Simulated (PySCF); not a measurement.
UHF on Re (rhenium, neutral)

Configuration: [Xe] 4f14 5d7, high-spin 4F determinant (an excited configuration). Calculation: PySCF 2.14, in def2-QZVPPD with the def2 core potential (60 electrons) (7s6p4d4f2g, 91 functions); a scalar-relativistic core potential.

```json
{
  "Total energy": "-77.319029 hartree",
  "One-electron energy": "-134.4499 hartree",
  "Hartree (Coulomb) energy": "65.0860 hartree",
  "Exchange energy": "-7.9551 hartree",
  "⟨S²⟩": "3.7608",
  "⟨L²⟩": "12.054",
  "Sum of ⟨r⟩": "24.28 bohr",
  "Sum of ⟨r²⟩": "49.82 bohr²"
}
```

| shell | electrons | mean orbital energy (hartree) | spread (hartree) | rms radius, mean of both spins (bohr) |
| --- | --- | --- | --- | --- |
| 5s α | 1 | -3.56011 | 0 | 1.14 |
| 5s β | 1 | -3.44410 | 0 | 1.14 |
| 5p α | 3 | -2.00546 | 0 | 1.33 |
| 5p β | 3 | -1.83146 | 0 | 1.33 |
| 5d α | 5 | -0.26126 | 0.03188 | 2.29 |
| 5d β | 2 | -0.18344 | 0 | 2.29 |

Energies and moments cover only the electrons outside the core potential. Spin-orbit coupling, absent here, splits the open shell strongly.
